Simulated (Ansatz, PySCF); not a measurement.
Dissociation curve of SiN, doublet.

Levels of theory: UKS-PBE = unrestricted PBE/cc-pVDZ in Ansatz (a quantum-chemistry and plane-wave program); UKS-TPSSh = unrestricted TPSSh/cc-pVDZ in PySCF 2.14.0; UCCSD(T) = PySCF with CCSD(T) on UHF/cc-pVDZ, 6 core orbitals frozen.

Energies relative to the lowest point of each curve near equilibrium, in kJ/mol; the last columns give the difference from UCCSD(T):

| R / Å | UKS-PBE | UKS-TPSSh | UCCSD(T) | UKS-PBE − UCCSD(T) | UKS-TPSSh − UCCSD(T) |
|---|---|---|---|---|---|
| 1.27 | 426.5 | 411.8 | 439.8 | -13.3 | -28.0 |
| 1.32 | 277.4 | 265.3 | 287.1 | -9.7 | -21.8 |
| 1.39 | 136.0 | 127.3 | 141.6 | -5.6 | -14.3 |
| 1.46 | 53.0 | 47.5 | 55.6 | -2.5 | -8.0 |
| 1.51 | 20.0 | 16.7 | 21.1 | -1.1 | -4.4 |
| 1.56 | 3.5 | 2.3 | 3.8 | -0.3 | -1.5 |
| 1.59 | 0.0 | 0.0 | 0.0 | 0.0 | 0.0 |
| 1.65 | 4.2 | 6.5 | 3.8 | 0.4 | 2.7 |
| 1.73 | 26.6 | 22.8 | 25.4 | 1.2 | -2.6 |
| 1.81 | 49.5 | 43.3 | 58.3 | -8.8 | -15.0 |

UKS-PBE is furthest from UCCSD(T) at 1.27 (-13.3 kJ/mol, below); its mean absolute difference over the points is 4.3 kJ/mol.

UKS-TPSSh is furthest from UCCSD(T) at 1.27 (-28.0 kJ/mol, below); its mean absolute difference over the points is 9.8 kJ/mol.

The scan ran from 1.27 to 6.20 Å; beyond the distances shown one of the unrestricted levels run for this scan, shown here or not, changes its spin distribution in one step. The unrestricted determinant behind UCCSD(T) is spin-contaminated at 1.39 to 1.81 Å (<S²> up to 2.0, against 0.75 for a pure doublet).
